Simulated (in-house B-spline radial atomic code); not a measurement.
Configurations of Rb2+, with energies counted from [Ar] 3d10 4s2 4p5. Computed with a radial B-spline atomic code at the basis-set limit: scalar-relativistic (X2C) CAM-B3LYP, spin-polarised, spherical fractional occupations, exact exchange averaged over the configuration, Fermi nucleus of rms radius 4.2036 fm. Shells without spins written out take the highest spin.

Occupations are held fixed; configurations that lie above the ionisation limit could autoionise.

| configuration | E - E(ref) (eV) | highest orbital | its <r> (bohr) |
| --- | --- | --- | --- |
| [Ar] 3d10 4s1 4p6 | 17.715 | 4p down | 1.641 |
| [Ar] 3d10 4s2 4p4 5p1 | 24.768 | 5p up | 4.07 |
| [Ar] 3d10 4s1 4p5 4d1 | 37.447 | 4d up | 2.363 |
| [Ar] 3d9 4s2 4p5 4d1 | 118.4 | 4d up | 2.283 |
| [Ne] 3s2 3p5 3d10 4s2 4p6 | 219.63 | 4p down | 1.578 |

Order these further configurations by energy, lowest first.
A. [Ar] 3d9 4s2 4p5 5d1
B. [Ar] 3d10 4s2 4p4 5s1
C. [Ar] 3d9 4s2 4p5 5p1
D. [Ar] 3d10 4s1 4p5 5d1
E. [Ar] 3d10 4s1 4p5 5f1

B (20.802 eV), D (47.717 eV), E (51.807 eV), C (123.7 eV), A (129.03 eV).

How far above the reference does [Ar] 3d10 4s2 4p4 4f1 lie?

31.218 eV; its least bound orbital is 4f up with <r> = 5.346 bohr.
